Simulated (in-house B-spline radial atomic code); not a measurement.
The numbers below are computed, except where a source is named.
Weak and strong correlation along the adiabatic connection

Two-electron singlets in several external potentials (atomic units), by full CI in B-splines with partial waves to l = 8 (correlation energies up to 0.6 % small). The repulsion is scaled by λ at fixed density; W(λ) is the mean repulsion less the Hartree energy, W(0) = E_x, and the area under W from 0 to 1 is E_xc.

Relative drop (W(λ) − E_x)/E_x:

| system | λ = 0.12 | λ = 0.25 | λ = 0.4 | λ = 0.6 | λ = 0.8 | λ = 1 |
| --- | --- | --- | --- | --- | --- | --- |
| −Z/r, Z = 1.35, wall at 4.79 bohr | 0.0169 | 0.0337 | 0.0514 | 0.0725 | 0.0913 | 0.1080 |
| −Z/r, Z = 0.552, wall at 1.44 bohr | 0.0098 | 0.0199 | 0.0310 | 0.0448 | 0.0576 | 0.0694 |
| −Z/r, Z = 1.39, wall at 0.457 bohr | 0.0031 | 0.0065 | 0.0102 | 0.0152 | 0.0200 | 0.0247 |
| −Z exp(−kr)/r, Z = 3.43, k = 0.898 | 0.0064 | 0.0131 | 0.0205 | 0.0300 | 0.0391 | 0.0477 |
| ω²r²/2 − Z/r, ω = 0.479, Z = -1 | 0.0320 | 0.0619 | 0.0911 | 0.1231 | 0.1489 | 0.1701 |
| empty sphere, radius 4.85 bohr | 0.0378 | 0.0718 | 0.1038 | 0.1376 | 0.1639 | 0.1849 |
| −Z exp(−kr)/r, Z = 1.72, k = 0.119 | 0.0136 | 0.0273 | 0.0421 | 0.0600 | 0.0763 | 0.0912 |

Problem. Order the systems by how far second-order (GL2) theory, half the initial slope (estimated from the first points of each curve), overshoots the correlation energy, least first.
A. −Z exp(−kr)/r, Z = 3.43, k = 0.898
B. −Z/r, Z = 1.35, wall at 4.79 bohr
C. −Z/r, Z = 0.552, wall at 1.44 bohr
D. empty sphere, radius 4.85 bohr
E. ω²r²/2 − Z/r, ω = 0.479, Z = -1
F. −Z/r, Z = 1.39, wall at 0.457 bohr
G. −Z exp(−kr)/r, Z = 1.72, k = 0.119

Solution. F (GL2/E_c = 1.04), A (GL2/E_c = 1.09), C (GL2/E_c = 1.13), G (GL2/E_c = 1.18), B (GL2/E_c = 1.23), E (GL2/E_c = 1.43), D (GL2/E_c = 1.53).

Problem. What else changes along this order?

Solution. The ratio follows the bend of the curve. With it the leading natural occupation goes from 1.999 to 1.887 and −T_c/E_c from 0.96 to 0.65 between the first and the last.
